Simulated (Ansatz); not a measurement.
```yaml
crystal:
  periodic: [false, false, false]
  atoms:
    - {symbol: C, position_ang: [-1.498258, 1.983137, 0.291438]}
    - {symbol: Zn, position_ang: [0.165843, 1.013459, 0.137013]}
    - {symbol: S, position_ang: [2.067498, -0.033803, -0.028168]}
    - {symbol: Si, position_ang: [1.312161, -2.003442, -0.293175]}
    - {symbol: H, position_ang: [-2.221688, 1.406866, 0.871859]}
    - {symbol: H, position_ang: [-1.922284, 2.176797, -0.695745]}
    - {symbol: H, position_ang: [-1.337756, 2.939475, 0.793231]}
    - {symbol: H, position_ang: [0.495121, -2.129361, -1.530718]}
    - {symbol: H, position_ang: [0.461598, -2.436509, 0.848983]}
    - {symbol: H, position_ang: [2.477766, -2.916619, -0.394728]}
basis:
  gaussian: {orbitals: def2-TZVPP}
total_charge: 1
magnetization: {spin_polarized: true, initial_magnetization: 1}
hamiltonian: {xc: {name: HF}}
correlation: {active_space: {window: {electrons: 3, orbitals: 2}}}
output: {forces: true}
```

```sh
$ ansatz run in.yaml --threads 4 --pin off --events-out ev --progress --plain --max-ram 10444MiB
```

Question: How does Ansatz answer? (Best estimate.)

Answer: The calculation gave: The program refused the input.
```
Error: invalid value for `correlation.active_space`: it starts from restricted Hartree–Fock orbitals; set hamiltonian.xc: hf without magnetization.spin_polarized
```
